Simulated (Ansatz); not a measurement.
Ansatz (a quantum-chemistry and plane-wave program) input (CCSD(T)/aug-pcseg-1): A basis named .json is the Basis Set Exchange file of that set (core-valence sets with the plain set on hydrogen).

Ansatz 0.2 input:
```yaml
crystal:
  periodic: [false, false, false]
  atoms:
    - {symbol: O, position_ang: [0.00000000, 0.00000000, 0.00000000]}
basis:
  gaussian:
    orbitals: aug-pcseg-1.json
magnetization: {spin_polarized: true, initial_magnetization: 2}
correlation: {method: ccsd_t, electrons: outside_noble_gas}
scf: {lower_state_search: full}
```

Output:

```
Functional definition: HF
integrals: 0.00 GiB planned
123 factors; integrals over basis functions are off by at most 2.5e-4 eV
mean field: 0.04 GiB planned
mean field evaluation 1: about -2034.1747 eV, gradient 7.0e0 eV
mean field evaluation 2: about -2034.1764 eV, gradient 7.0e0 eV
mean field evaluation 4: about -2034.4713 eV, gradient 8.0e-1 eV
mean field evaluation 8: about -2034.4796 eV, gradient 2.1e-3 eV
mean field evaluation 16: about -2034.4756 eV, gradient 3.0e-1 eV
mean field evaluation 32: about -2034.4796 eV, gradient 5.2e-4 eV
mean field evaluation 64: about -2034.4729 eV, gradient 6.9e-1 eV
mean field evaluation 96: about -2034.4787 eV, gradient 3.0e-1 eV
mean field -2034.47959996 eV, -74.7657462788 hartree, gradient 1.7e-6 eV, S^2 2.008328; 6 other end points of the search recorded, 0 dependent functions left out
1 core orbitals not correlated
reference -2034.47959996 eV, -74.7657462788 hartree; 4, 2 occupied and 18, 20 virtual orbitals, 123 factors
second order -2.87853621 eV of doubles, -0.00000000 eV of singles
coupled cluster: 0.04 GiB planned
cycle   1  -3.21439533 eV  change   -3.4e-1 eV  update   3.5e-2
cycle   2  -3.31113009 eV  change   -9.7e-2 eV  update   1.1e-2
cycle   3  -3.32669633 eV  change   -1.6e-2 eV  update   4.8e-3
cycle   4  -3.32616821 eV  change    5.3e-4 eV  update   2.1e-3
cycle   5  -3.32663638 eV  change   -4.7e-4 eV  update   8.8e-4
cycle   6  -3.32705283 eV  change   -4.2e-4 eV  update   2.6e-4
cycle   7  -3.32705749 eV  change   -4.7e-6 eV  update   7.0e-5
cycle   8  -3.32704559 eV  change    1.2e-5 eV  update   2.2e-5
cycle   9  -3.32703942 eV  change    6.2e-6 eV  update   5.2e-6
perturbative correction -0.04286735 eV, -0.0015753459 hartree
Total energy: -2037.84950673 eV, -74.8895880683 hartree
```
